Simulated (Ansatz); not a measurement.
Correlation energies of `[CH3][Ga][SH]` radical by basis set

```xyz
7

C    -0.600    0.605   -0.649
Ga    0.650    0.763    0.899
S     1.532   -1.126    1.717
H    -1.438   -0.030   -0.350
H    -0.066    0.125   -1.473
H    -0.974    1.575   -0.973
H     0.896   -1.913    0.829
```

The species carries charge 0 and has multiplicity 2. Correlated methods include outer-core shells of Ga, which these sets cover unevenly. Scalar relativity is left out up to krypton. Geometry: relaxed with PBE0-D4/def2-TZVP. It is one conformer, not always the lowest. Frozen core, unrestricted reference, Ansatz 0.2.0.

| basis | HF (Eh) | MP2 corr. |
| --- | --- | --- |
| def2-SVP | -2360.58945 | -0.47193 |
| def2-TZVPP | -2361.02190 | -0.56217 |
| def2-QZVPP | -2361.07508 | -0.83521 |

Estimate the CCSD correlation energy and the (T) correction in each basis where they were run (hartree).


```
     basis  CCSD corr.       (T)
  def2-SVP    -0.49777  -0.01624
def2-TZVPP    -0.59121  -0.02592
```
